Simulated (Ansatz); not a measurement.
Start from `[Br][Mg][Br]` and change one element to get `[Br][Zn][Br]`.

Ansatz, PBE0-D4/def2-TZVP geometries, multiplicity 1. 

Scalar relativity is left out up to krypton.

```csv
property,`[Br][Mg][Br]`
size of the dipole moment (ωB97M-V/def2-TZVPP) / D,0.01
LUMO energy (ωB97M-V/def2-TZVPP) / eV,-0.43
LUMO energy (B3LYP/def2-TZVPP) / eV,-2.14
HOMO energy (B3LYP/def2-TZVPP) / eV,-8.20
HOMO energy (PBE0/def2-TZVPP) / eV,-8.47
HOMO energy (ωB97M-V/def2-TZVPP) / eV,-10.68
```

(1) What does the change do to each property? (An estimate is asked.)

Answers

(1) The calculation gave: 
```json
{"property": "size of the dipole moment (ωB97M-V/def2-TZVPP) / D", "`[Br][Zn][Br]`": "0.01", "shift": "0.00"}
{"property": "LUMO energy (ωB97M-V/def2-TZVPP) / eV", "`[Br][Zn][Br]`": "0.01", "shift": "0.44"}
{"property": "LUMO energy (B3LYP/def2-TZVPP) / eV", "`[Br][Zn][Br]`": "-2.10", "shift": "0.04"}
{"property": "HOMO energy (B3LYP/def2-TZVPP) / eV", "`[Br][Zn][Br]`": "-8.31", "shift": "-0.11"}
{"property": "HOMO energy (PBE0/def2-TZVPP) / eV", "`[Br][Zn][Br]`": "-8.58", "shift": "-0.11"}
{"property": "HOMO energy (ωB97M-V/def2-TZVPP) / eV", "`[Br][Zn][Br]`": "-10.78", "shift": "-0.10"}
```

With PBE0 the HOMO falls by 0.11 eV and the LUMO rises by 0.08 eV, so the gap widens by about 0.19 eV. PBE moves the HOMO by -0.10 eV and ωB97M-V by -0.10 eV.

B3LYP here is the variant with VWN-RPA as its local correlation; programs differ in this.

Spin–orbit coupling is left out; it splits and shifts lone-pair levels of the heavy atoms by tenths of an eV.
